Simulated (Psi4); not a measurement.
tellurium hexafluoride (F6Te), singlet, at a GFN2-xTB geometry (core potentials on Te); PBE/def2-SV(P) (Psi4).

Psi4 was given this input:
```
memory 2 GB

molecule {
0 1
F    -0.45314588   -1.29290688   -1.28881114
Te   -0.00000000    0.00000000   -0.00000000
F     1.81854678   -0.20347278   -0.43528149
F     0.15978096   -1.35091604    1.29903018
F    -0.15978096    1.35091604   -1.29903018
F     0.45314588    1.29290688    1.28881114
F    -1.81854678    0.20347278    0.43528149
}

set {
  basis def2-sv(p)
}

energy('pbe')
print_variables()
```

Q: Predict the main parts of the log of this Psi4 run.

A: 
```
   => Loading Basis Set <=

    Name: DEF2-SV(P)
    Role: ORBITAL
    Keyword: BASIS

    !!!  WARNING: ECP capability is in beta. Please check occupations closely.  !!!

         ---------------------------------------------------------
                                   SCF
               by Justin Turney, Rob Parrish, Andy Simmonett
                          and Daniel G. A. Smith
                              RKS Reference
         ---------------------------------------------------------

  ==> Geometry <==

    Molecular point group: ci
    Full point group: Ih

    Geometry (in Angstrom), charge = 0, multiplicity = 1:

       Center              X                  Y                   Z               Mass
    ------------   -----------------  -----------------  -----------------  -----------------
         F           -0.453145880000    -1.292906880000    -1.288811140000    18.998403162730
         TE           0.000000000000     0.000000000000     0.000000000000   129.906222748000
         F            1.818546780000    -0.203472780000    -0.435281490000    18.998403162730
         F            0.159780960000    -1.350916040000     1.299030180000    18.998403162730
         F           -0.159780960000     1.350916040000    -1.299030180000    18.998403162730
         F            0.453145880000     1.292906880000     1.288811140000    18.998403162730
         F           -1.818546780000     0.203472780000     0.435281490000    18.998403162730

  Running in ci symmetry.

  Rotational constants: A =      0.06270  B =      0.06270  C =      0.06270 [cm^-1]
  Rotational constants: A =   1879.68165  B =   1879.68165  C =   1879.68164 [MHz]
  Nuclear repulsion =  592.155369882311447

  Charge       = 0
  Multiplicity = 1
  Electrons    = 78
  Nalpha       = 39
  Nbeta        = 39

  ==> Algorithm <==

  SCF Algorithm Type is DF.
  DIIS enabled.
  MOM disabled.
  Fractional occupation disabled.
  Guess Type is SAD.
  Energy threshold   = 1.00e-06
  Density threshold  = 1.00e-06
  Integral threshold = 1.00e-12

  ==> Primary Basis <==

  Basis Set: DEF2-SV(P)
    Blend: DEF2-SV(P)
    Number of shells: 46
    Number of basis functions: 110
    Number of Cartesian functions: 118
    Spherical Harmonics?: true
    Max angular momentum: 2

  Core potential: DEF2-SV(P)
    Number of shells: 4
    Number of ECP primitives: 18
    Number of ECP core electrons: 28
    Max angular momentum: 3

  ==> DFT Potential <==

   => LibXC <=

    Version 7.1.2
    S. Lehtola, C. Steigemann, M. J. T. Oliveira, and M. A. L. Marques,  SoftwareX 7, 1–5 (2018) (10.1016/j.softx.2017.11.002)

   => Composite Functional: PBE <=

    PBE GGA Exchange-Correlation Functional

    J.P. Perdew et. al., Phys. Rev. Lett., 77(18), 3865-3868, 1996

    Deriv               =              1
    GGA                 =           TRUE
    Meta                =          FALSE

    Exchange Hybrid     =          FALSE
    MP2 Hybrid          =          FALSE

   => Exchange Functionals <=

    1.0000     XC_GGA_X_PBE

   => Correlation Functionals <=

    1.0000     XC_GGA_C_PBE

   => LibXC Density Thresholds  <==

    XC_GGA_C_PBE:  1.00E-12
    XC_GGA_X_PBE:  1.00E-15

   => Molecular Quadrature <=

    Radial Scheme          =       TREUTLER
    Pruning Scheme         =           NONE
    Nuclear Scheme         =       TREUTLER

    Blocking Scheme        =         OCTREE
    BS radius alpha        =              1
    Pruning alpha          =              1
    Radial Points          =             75
    Spherical Points       =            302
    Total Points           =         151266
    Total Blocks           =           1198
    Max Points             =            256
    Max Functions          =            106
    Weights Tolerance      =       1.00E-15

   => Loading Basis Set <=

    Name: (DEF2-SV(P) AUX)
    Role: JKFIT
    Keyword: DF_BASIS_SCF

  ==> Integral Setup <==

  SCF_SUBTYPE=INCORE selected. In-core MEM_DF algorithm will be used.
  Using in-core AOs.

  ==> MemDFJK: Density-Fitted J/K Matrices <==

    J tasked:                   Yes
    K tasked:                    No
    wK tasked:                   No
    Algorithm:                 Core
    Schwarz Cutoff:           1E-12
    Mask sparsity (%):       6.5785
    Fitting Condition:        1E-10

   => Auxiliary Basis Set <=

  Basis Set: (DEF2-SV(P) AUX)
    Blend: DEF2-UNIVERSAL-JKFIT
    Number of shells: 196
    Number of basis functions: 680
    Number of Cartesian functions: 867
    Spherical Harmonics?: true
    Max angular momentum: 5

  Minimum eigenvalue in the overlap matrix is 2.4161947317E-02.
  Reciprocal condition number of the overlap matrix is 6.8545086535E-03.
    Using symmetric orthogonalization.

  ==> Pre-Iterations <==

  SCF Guess: Superposition of Atomic Densities via on-the-fly atomic UHF (no occupation information).

   -------------------------
    Irrep   Nso     Nmo
   -------------------------
     Ag        56      56
     Au        54      54
   -------------------------
    Total     110     110
   -------------------------

  ==> Iterations <==

                           Total Energy        Delta E     RMS |[F,P]|

   @DF-RKS iter SAD:  -863.67187793364576   -8.63672e+02   0.00000e+00
   @DF-RKS iter   1:  -865.87083838082583   -2.19896e+00   8.63386e-03 ADIIS/DIIS
   @DF-RKS iter   2:  -865.65271535453735    2.18123e-01   1.35855e-02 ADIIS/DIIS
   @DF-RKS iter   3:  -865.99897086189310   -3.46256e-01   1.81305e-03 ADIIS/DIIS
   @DF-RKS iter   4:  -866.00578375783493   -6.81290e-03   7.35978e-04 ADIIS/DIIS
   @DF-RKS iter   5:  -866.00693715335558   -1.15340e-03   1.33368e-04 ADIIS/DIIS
   @DF-RKS iter   6:  -866.00697715763090   -4.00043e-05   1.02109e-05 DIIS
   @DF-RKS iter   7:  -866.00697709269991    6.49310e-08   1.12689e-05 DIIS
   @DF-RKS iter   8:  -866.00697737175585   -2.79056e-07   7.08029e-07 DIIS
  Energy and wave function converged.

  ==> Post-Iterations <==

   Electrons on quadrature grid:
      Ntotal   =   77.9999664611 ; deviation = -3.354e-05

    Orbital Energies [Eh]
    ---------------------

    Doubly Occupied:

       1Ag   -24.315049     1Au   -24.314876     2Au   -24.314842
       3Au   -24.314820     2Ag   -24.314725     3Ag   -24.314693
       4Ag    -6.275692     4Au    -4.449377     5Au    -4.449377
       6Au    -4.449377     5Ag    -1.738538     6Ag    -1.738538
       7Ag    -1.730742     8Ag    -1.730741     9Ag    -1.730741
      10Ag    -1.160984     7Au    -1.108032     8Au    -1.108022
       9Au    -1.108018    11Ag    -1.078969    12Ag    -1.078960
      13Ag    -0.690196    10Au    -0.527149    11Au    -0.527144
      12Au    -0.527141    14Ag    -0.433278    15Ag    -0.433277
      16Ag    -0.432386    17Ag    -0.432382    18Ag    -0.432372
      13Au    -0.404295    14Au    -0.404293    15Au    -0.404288
      16Au    -0.394857    17Au    -0.394856    18Au    -0.394850
      19Ag    -0.377816    20Ag    -0.377812    21Ag    -0.377799

    Virtual:

      22Ag    -0.214736    19Au    -0.015930    20Au    -0.015926
      21Au    -0.015922    23Ag     0.184137    22Au     0.263870
      23Au     0.263881    24Au     0.263898    24Ag     0.299185
      25Ag     0.299194    26Ag     0.299209    27Ag     0.676295
      28Ag     0.676302    25Au     1.035574    26Au     1.035579
      27Au     1.035588    28Au     1.045940    29Au     1.045958
      30Au     1.045975    29Ag     1.053544    30Ag     1.053566
      31Ag     1.095412    32Ag     1.100789    33Ag     1.100789
      34Ag     1.100800    35Ag     1.181603    36Ag     1.181610
      37Ag     1.181619    31Au     1.301335    32Au     1.301344
      33Au     1.301350    38Ag     1.536054    39Ag     1.536071
      34Au     1.681809    35Au     1.681830    36Au     1.681853
      40Ag     1.970019    37Au     2.873219    38Au     2.873236
      39Au     2.873250    41Ag     2.874138    42Ag     2.874178
      43Ag     2.874186    44Ag     2.913998    45Ag     2.914152
      46Ag     2.915664    47Ag     2.915741    48Ag     2.916138
      40Au     2.917385    41Au     2.917479    49Ag     2.917755
      42Au     2.917894    43Au     2.918736    44Au     2.918904
      45Au     2.918983    46Au     2.929303    47Au     2.929361
      48Au     2.929410    50Ag     3.018304    49Au     3.069891
      50Au     3.069980    51Au     3.070071    51Ag     3.129467
      52Ag     3.129528    53Ag     3.129548    54Ag     3.463236
      55Ag     3.463392    52Au    19.266240    53Au    19.266242
      54Au    19.266243    56Ag    52.529510

    Final Occupation by Irrep:
             Ag    Au
    DOCC [    21,   18 ]
    NA   [    21,   18 ]
    NB   [    21,   18 ]

  @DF-RKS Final Energy:  -866.00697737175585

   => Energetics <=

    Nuclear Repulsion Energy =            592.1553698823114473
    One-Electron Energy =               -2479.8704019003098438
    Two-Electron Energy =                1104.7832956386237129
    DFT Exchange-Correlation Energy =     -83.0752409923810973
    Empirical Dispersion Energy =           0.0000000000000000
    VV10 Nonlocal Energy =                  0.0000000000000000
    Total Energy =                       -866.0069773717558519

Computation Completed

Properties will be evaluated at   0.000000,   0.000000,   0.000000 [a0]

Properties computed using the SCF density matrix

 Multipole Moments:

 ------------------------------------------------------------------------------------
     Multipole            Electronic (a.u.)      Nuclear  (a.u.)        Total (a.u.)
 ------------------------------------------------------------------------------------

 L = 1.  Multiply by 2.5417464519 to convert [e a0] to [Debye]
 Dipole X            :          0.0000000            0.0000000            0.0000000
 Dipole Y            :          0.0000000            0.0000000            0.0000000
 Dipole Z            :          0.0000000           -0.0000000           -0.0000000
 Magnitude           :                                                    0.0000000

 ------------------------------------------------------------------------------------

  Variable Map:
  ----------------------------------------------------------------------------
  "CURRENT ENERGY"              =>    -866.006977371756
  "CURRENT REFERENCE ENERGY"    =>    -866.006977371756
  "DD SOLVATION ENERGY"         =>       0.000000000000
  "DFT FUNCTIONAL TOTAL ENERGY" =>    -866.006977371756
  "DFT TOTAL ENERGY"            =>    -866.006977371756
  "DFT VV10 ENERGY"             =>       0.000000000000
  "DFT XC ENERGY"               =>     -83.075240992381
  "GRID ELECTRONS ALPHA"        =>      38.999983230536
  "GRID ELECTRONS BETA"         =>      38.999983230536
  "GRID ELECTRONS TOTAL"        =>      77.999966461073
  "NUCLEAR REPULSION ENERGY"    =>     592.155369882311
  "ONE-ELECTRON ENERGY"         =>   -2479.870401900310
  "PCM POLARIZATION ENERGY"     =>       0.000000000000
  "PE ENERGY"                   =>       0.000000000000
  "SCF ITERATION ENERGY"        =>    -866.006977371756
  "SCF ITERATIONS"              =>       8.000000000000
  "SCF TOTAL ENERGY"            =>    -866.006977371756
  "TWO-ELECTRON ENERGY"         =>    1104.783295638624
  "XC GRID RADIAL POINTS"       =>      75.000000000000
  "XC GRID SPHERICAL POINTS"    =>     302.000000000000
  "XC GRID TOTAL POINTS"        =>  151266.000000000000

  Array Variable Map:
  ----------------------------------------------------------------------------
  "CURRENT DIPOLE"              =>       0.000000000000 ... -0.000000000000 1 by 3
  "SCF DIPOLE"                  =>       0.000000000000 ... -0.000000000000 1 by 3
  "SCF TOTAL ENERGIES"          =>    -863.671877933646 ... -866.006977371756 1 by 9
```
